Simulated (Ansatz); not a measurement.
## Ligand exchange: C2H2F4 + C2H10OSi2 → C2H3F3O + C2H9FSi2

Species: C2H2F4 `FCC(F)(F)F`, singlet; C2H10OSi2 `O[SiH2]CC[SiH3]`, singlet; C2H3F3O (2,2,2-trifluoroethanol) `OCC(F)(F)F`, singlet; C2H9FSi2 `F[SiH2]CC[SiH3]`, singlet. The partners trade F for OH: C–F and Si–OH bonds give way to C–OH and Si–F.

Shapes, held fixed at every level: PBE0-D4/def2-TZVP. Flexible molecules stand in one conformer, not always the lowest. Programs: Ansatz 0.2.0. The zero-point and thermal change to 298 K, harmonic and unscaled (PBE0-D4/def2-TZVP), is +2.4 kJ/mol.

```csv
level,kind,ΔH(298 K) (kJ/mol),less CCSD(T)/CBS estimate
HF/def2-SVP,Hartree–Fock,-52.7,-1.0
SPW92/def2-TZVPP,LDA,-44.8,+6.9
BHLYP-D4/def2-TZVPP,global hybrid,-48.7,+3.0
r2SCAN0-D4/def2-TZVPP,global hybrid,-48.8,+2.9
wB97X-V/def2-TZVPP,range-separated hybrid,-48.9,+2.8
B2PLYP/def2-TZVPP,double hybrid,-49.7,+2.0
CCSD/def2-TZVPP,coupled cluster or CI,-50.6,+1.1
CCSD(T)/CBS estimate,coupled cluster or CI,-51.7,0.0
```

The highest level, CCSD(T)/CBS estimate, gives ΔH(298 K) = -51.7 kJ/mol; the levels span -52.7 to -44.8. The column of differences is taken from that level and isn't an error. No measured value is set beside it here. The CBS estimate extrapolates MP2 from def2-TZVPP and def2-QZVPP and adds CCSD(T) − MP2 in the triple-zeta set, cores frozen.
